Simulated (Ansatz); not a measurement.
The cluster Zn₂Cl₆, relaxed as a singlet with RKS r2SCAN-D4/def2-SVP in Ansatz, starting from the GFN1-xTB geometry. Force threshold 0.02 eV/Å.

In the singlet, Cl5 and Cl8 lie 2.14 Å apart (atoms count from 1), so these atoms are partly bonded to each other. The structure comes from a short search, and lower isomers may exist.

Start:

Cartesian coordinates in Å:
```
Zn 0.552 0.914 0.566
Zn 0.047 -2.200 0.555
Cl -0.286 -4.243 0.515
Cl 1.595 -0.875 -0.437
Cl -0.493 2.274 -1.198
Cl -1.067 -0.459 1.473
Cl 1.347 2.717 1.286
Cl -1.695 1.873 -2.758
```

| step | energy (eV) | largest force component (eV/Å) | SCF passes |
| --- | --- | --- | --- |
| 1 | -171939.0762 | 1.390 | 17 |
| 2 | -171939.2843 | 0.436 | 27 |
| 3 | -171939.3110 | 0.111 | 20 |
| 4 (rejected) | -171939.3021 | 0.219 | 20 |
| 5 | -171939.3138 | 0.060 | 21 |
| 6 | -171939.3144 | 0.011 | 21 |

Force components are those of the run's own axes.

End:

Cartesian coordinates in Å:
```
Zn 0.5249 0.8338 0.5488
Zn 0.0306 -2.2367 0.5301
Cl -0.2991 -4.3177 0.5247
Cl 1.6520 -0.9150 -0.4401
Cl -0.4041 2.4656 -1.1002
Cl -1.0897 -0.4854 1.5283
Cl 1.2448 2.8112 1.1200
Cl -1.6595 1.8441 -2.7116
```

By distances, no bond broke or formed. The bond that changes most is Cl5–Cl8, from 2.01 to 2.14 Å (atoms count from 1).

No frequencies were taken in this run, so the end may be a saddle point.

Hardware: 4 threads of Arm Neoverse V1 on a shared host. Wall time 25 s.
